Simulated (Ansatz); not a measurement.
Job for Ansatz (a program for electronic structure): R-SVWN5/def2-TZVPP on FGeH3O (SMILES [OH][GeH2][F]), a point of a torsion scan.

Ansatz 0.2 input:
```yaml
crystal:
  periodic: [false, false, false]
  atoms:
    - {symbol: O, position_ang: [1.22747424, -0.08876525, -0.46103109]}
    - {symbol: Ge, position_ang: [-0.41255511, -0.16050248, 0.02686811]}
    - {symbol: F, position_ang: [-1.04529733, 1.43290456, -0.27508395]}
    - {symbol: H, position_ang: [1.92179659, 0.16111577, 0.14490973]}
    - {symbol: H, position_ang: [-0.61125000, -0.35603248, 1.49801793]}
    - {symbol: H, position_ang: [-1.09060559, -1.03280855, -0.96548157]}
basis:
  gaussian:
    orbitals: def2-TZVPP
hamiltonian:
  xc: {name: SVWN5}
scf: {lower_state_search: off}
```

Program output:

```
WARN ansatz: RAYON_NUM_THREADS=1 ignored (pool sized by the plan → 1); use --threads N
Functional definition: SVWN5
these checks for a lower state are left out or cut short: stability, starts, cluster_reference, orbital_swaps, neighbouring_geometries, increment
integrals: 0.06 GiB planned
842 factors; their error is unknown
mean field: 0.45 GiB planned
mean field evaluation 1: about -61208.7595 eV, gradient 7.6e1 eV
mean field evaluation 2: about -61155.4394 eV, gradient 1.8e2 eV
mean field evaluation 4: about -61216.2767 eV, gradient 1.9e1 eV
mean field evaluation 8: about -61216.7932 eV, gradient 5.0e-2 eV
mean field evaluation 16: about -61216.7808 eV, gradient 6.2e-6 eV
mean field -61216.78083903 eV, -2249.6752016098 hartree, gradient 6.2e-6 eV, S^2 0.000000; 0 other end points of the search recorded, 0 dependent functions left out
reference -61216.78086810 eV, -2249.6752026781 hartree; 26, 26 occupied and 126, 126 virtual orbitals, 842 factors
Total energy: -61216.78086810 eV, -2249.6752026781 hartree
Checks for a lower state left out: stability, starts, cluster_reference, orbital_swaps, neighbouring_geometries, increment
```

The calculation finished and met its thresholds.

Cost: around 0.7 core-seconds (rough).
